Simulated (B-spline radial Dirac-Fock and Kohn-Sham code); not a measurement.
Compton profile of Lu⁶⁺

System: lutetium as Lu⁶⁺ in the configuration [Kr] 4d10 4f13 5s2 5p4.

The run's input, task.json:

```json
{"items": [{
  "Z": 71,
  "q": 6,
  "cfg": [[1, 0, 2], [2, 0, 2], [2, 1, 6], [3, 0, 2], [3, 1, 6], [3, 2, 10], [4, 0, 2], [4, 1, 6], [4, 2, 10], [4, 3, 13], [5, 0, 2], [5, 1, 4]],
  "A": 175,
  "rrms": 5.37,
  "do": ["scatter"],
  "s": [0.0, 0.08, 0.1, 0.12, 0.15, 0.18, 0.21, 0.26, 0.31, 0.38, 0.45, 0.55, 0.66, 0.79, 0.95, 1.15, 1.38, 1.67, 2.01, 2.42, 2.92, 3.51, 4.23],
  "pz": [0, 0.1, 0.15, 0.21, 0.31, 0.46, 0.67, 0.98, 1.4, 2.1, 3.1, 4.5, 6.5, 9.5, 14.0, 20.0, 30.0, 44.0, 64.0, 93.0, 140.0],
  "hv_scatter": [8047.8, 10000, 20000, 50000, 100000, 200000, 500000, 1000000]
}]}
```

Run with: `python xray_run.py task.json out`

Method: the impulse approximation on relativistic Hartree-Fock (Dirac-Fock) wave functions, averaged over the configuration. Computed with an atomic code on a B-spline grid. pz is in atomic units of momentum; subshell profiles are per electron, for a selection of subshells; open shells are spread over both j values by their weights.

```
  pz    J total   J 2p3/2   J 4d5/2   J 4f5/2   J 5p3/2
   0      6.261    0.0205    0.0943    0.0884     0.304
0.15      6.242    0.0205    0.0943    0.0884     0.304
0.21      6.223    0.0205    0.0943    0.0884     0.304
0.31      6.178    0.0205    0.0943    0.0884     0.303
0.46      6.078    0.0205    0.0943    0.0884     0.300
0.67      5.876    0.0205    0.0943    0.0884     0.287
0.98      5.474    0.0205    0.0943    0.0884     0.245
 1.4      4.869    0.0205    0.0940    0.0881     0.159
 2.1      4.104    0.0205    0.0916    0.0856    0.0472
 3.1      3.403    0.0205    0.0803    0.0748    0.0140
 4.5      2.418    0.0204    0.0520    0.0523    0.0108
 6.5      1.420    0.0202    0.0181    0.0264   0.00238
 9.5     0.7893    0.0194   0.00343   0.00829   0.00104
  14     0.4084    0.0168   0.00259   0.00143  0.000428
  20     0.1950    0.0120   0.00128  0.000161  7.13e-05
  30    0.07269   0.00526  0.000204  7.47e-06  5.35e-05
  44    0.02538   0.00137  1.74e-05    < 1e-6  1.65e-05
  64   0.008435  0.000221    < 1e-6    < 1e-6  2.50e-06
  93   0.002501  2.48e-05    < 1e-6    < 1e-6    < 1e-6
 140  0.0005548  1.80e-06    < 1e-6    < 1e-6    < 1e-6
```

J(0) = 6.261. The 5s1/2 subshell gives the largest part, 14 %.

Mean momentum ⟨p⟩ by subshell (a.u.): 1s1/2 72.5, 2s1/2 25.9, 2p1/2 34.2, 2p3/2 30.6, 3s1/2 13.0, 3p1/2 15.6, 3p3/2 14.5, 3d3/2 17.4, 3d5/2 17.1, 4s1/2 6.60, 4p1/2 7.38, 4p3/2 6.92, 4d3/2 7.55, 4d5/2 7.39, 4f5/2 7.10, 4f7/2 7.01, 5s1/2 2.67, 5p1/2 2.84, 5p3/2 2.67.
